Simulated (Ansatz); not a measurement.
Consider the ligand exchange at the Si–Cl bond: `Cl[SiH]1CS1` + H–F → `F[SiH]1CS1` + HCl.

Calculated with Ansatz (gas phase, PBE0-D4/def2-TZVP geometries, no zero-point term in ΔE). CCSD(T)/CBS adds triple-zeta CCSD(T) − MP2 to the extrapolated MP2 energy (def2 sets, frozen cores). This one scheme is used for every species. DFT in def2-TZVPP.

CCSD(T)/CBS gives -8.1 kcal/mol.

Question: Another level gave -10.8 kcal/mol. Which?
A. PBE0-D4/def2-TZVPP
B. HF/def2-TZVPP
C. r2SCAN/def2-TZVPP
D. CAM-B3LYP-D4/def2-TZVPP

Answer: D. CAM-B3LYP-D4 -10.8, r2SCAN -9.3, HF/def2-TZVPP -12.1, PBE0-D4 -6.9 kcal/mol.

Largest T1 diagnostic among the species: 0.012.

The D4 term adds +1.5 kcal/mol with B3LYP and +0.8 kcal/mol with PBE0; it sums over pairs of atoms, weighted by their polarisabilities, and B3LYP, whose exchange is more repulsive, gets the larger term. Leaving LDA and LC-ωPBE aside and taking each functional with its dispersion term where it has one, the values, not all of them listed here, spread over 4.5 kcal/mol, from CAM-B3LYP-D4 to revPBE-D4.

B3LYP here is the variant with VWN-RPA as its local correlation; programs differ in this.
